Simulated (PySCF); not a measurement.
**Gas-phase XPS of `CC#C[Si@H](O[SiH3])C1CC1`, computed**

Species: C6H12OSi2.
SMILES with atom numbers: `[CH3:1][C:2]#[C:3][Si@H:4]([O:5][SiH3:6])[CH:7]1[CH2:8][CH2:9]1`

Method: PySCF, delta-SCF UKS SCAN, pcX-2 on the ionised atom, pcseg-1 elsewhere, spin-free X2C. Binding energies are ΔSCF values: E(core-ionised, relaxed orbitals) − E(ground state) at a fixed geometry, referred to the vacuum level.

Q: What binding energy does each computed site have?

A: 
```csv
atom(s),environment,level,binding energy (eV),2p1/2 (eV),above the level's lowest (eV),count
C1,propargylic carbon,C 1s,291.74,–,+2.26,1
C2,alkyne carbon,C 1s,290.36,–,+0.88,1
C3,alkyne carbon,C 1s,289.48,–,0.00,1
Si4,oxygen-bound silicon,Si 2p3/2,106.91,107.54,0.00,1
Si4,oxygen-bound silicon,Si 1s,1846.95,–,0.00,1
O5,siloxane oxygen,O 1s,537.38,–,0.00,1
Si6,oxygen-bound silicon,Si 2p3/2,107.24,107.86,+0.33,1
Si6,oxygen-bound silicon,Si 1s,1847.16,–,+0.21,1
C7,sp3 carbon bound to silicon,C 1s,289.96,–,+0.48,1
C8,three-membered-ring carbon,C 1s,290.51,–,+1.03,1
C9,three-membered-ring carbon,C 1s,290.50,–,+1.02,1
```

Lowest listed C 1s: C3, bonded to C (triple bond) and Si. Highest, 2.26 eV above it: C1, bonded to C and 3 H. The values 290.50 and 290.51 eV lie too close for their order to be trusted.

The 2 Si 1s values lie within 0.21 eV of each other; Gaussian lines of 0.5 eV full width would blend them into one maximum.

The listed Si 2p3/2 values span 0.33 eV, from Si4 (bonded to O, 2 C and H) to Si6 (bonded to O and 3 H).

Q: Express the binding energy of Si 1s of Si4 in atomic units and per mole.

A: 1846.95 eV = 67.8742 Eh = 178204 kJ/mol.

Q: What is the longest wavelength that can ionise Si 1s of Si4 vertically?

A: λ = hc/E = 12398.42 eV Å / 1846.95 eV = 6.713 Å.

Spin contamination (⟨S²⟩ against 0.75 for a pure doublet) is marked for C 1s of C2 (0.86), which makes this value less certain. For 2p shells one spin-free hole was relaxed; a mean-field spin–orbit operator and the ground-state splitting of the three 2p orbitals were then diagonalised within the shell. The shell's mean is (2 × 2p3/2 + 2p1/2)/3, and the degeneracies 2j + 1 give areas of 2:1. 2p1/2 minus 2p3/2 (ligand field included): Si 0.63 eV. The structure is a single PBE0-D3(BJ)/def2-SVP conformer in the gas phase; no vibrational or solvent corrections.

The values belong to the conformer `[CH3:1][C:2]#[C:3][Si@H:4]([O:5][SiH3:6])[CH:7]1[CH2:8][CH2:9]1`: C3–Si4–O5–Si6 -47°, C3–Si4–C7–C8 -33°.
